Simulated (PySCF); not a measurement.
Geometries of 3 isomers of C5H7NO, from PySCF, PBE0-D3(BJ)/def2-SVP geometry optimisation, gas phase. One conformer each, no zero-point energy, no frequencies.

**Question.** Which isomer lies lowest at this level?
A.
```xyz
14
angstrom
N      2.482    1.241    1.429
C      1.746    0.811    0.646
C      0.809    0.272   -0.328
C      0.235   -1.118    0.058
C     -1.265   -0.838    0.179
O     -1.507    0.237   -0.691
C     -0.469    1.145   -0.475
H      1.336    0.210   -1.293
H      0.675   -1.511    0.985
H      0.437   -1.837   -0.747
H     -1.898   -1.683   -0.123
H     -1.525   -0.564    1.221
H     -0.628    1.729    0.452
H     -0.417    1.840   -1.323
```
B.
```xyz
14
angstrom
C      3.385   -0.027    1.409
N      2.244    0.405    1.783
C      1.143    0.008    1.098
C     -0.145    0.017    0.894
O     -1.351    0.429    1.218
C     -2.413   -0.069    0.425
C      0.617   -0.828   -0.068
H      4.280    0.294    1.957
H      3.521   -0.712    0.552
H     -3.324    0.432    0.773
H     -2.256    0.157   -0.641
H     -2.526   -1.158    0.550
H      0.768   -0.483   -1.107
H      0.580   -1.930    0.016
```
C.
```xyz
14
angstrom
C      2.945    0.460    0.132
C      1.604   -0.105    0.142
C      0.495   -0.596    0.157
C     -0.850   -1.153    0.183
C     -2.011   -0.153    0.120
N     -1.672    1.104   -0.243
O     -3.144   -0.510    0.354
H      3.262    0.723   -0.889
H      3.675   -0.259    0.534
H      3.000    1.371    0.748
H     -0.998   -1.846   -0.662
H     -1.016   -1.752    1.092
H     -0.702    1.364   -0.368
H     -2.399    1.805   -0.290
```

**Answer.** A. That is `N#C[C@H]1CCOC1`, 3.7 kcal/mol below the next.

```csv
SMILES,atoms numbered as above,E (Eh),relative (kcal/mol),relative (kJ/mol),dipole (D)
N#C[C@H]1CCOC1,[N:1]#[C:2][C@H:3]1[CH2:4][CH2:5][O:6][CH2:7]1,-324.08418,0.0,0.0,2.93
CC#CCC(N)=O,[CH3:1][C:2]#[C:3][CH2:4][C:5]([NH2:6])=[O:7],-324.07823,3.7,15.6,4.21
C=NC1=C(OC)C1,[CH2:1]=[N:2][C:3]1=[C:4]([O:5][CH3:6])[CH2:7]1,-323.98069,64.9,271.7,2.77
```

As drawn, the lowest has a C≡N group, which the highest lacks; the highest has a three-membered ring, a C=N bond and a C=C bond outside aromatic rings, which the lowest lacks.
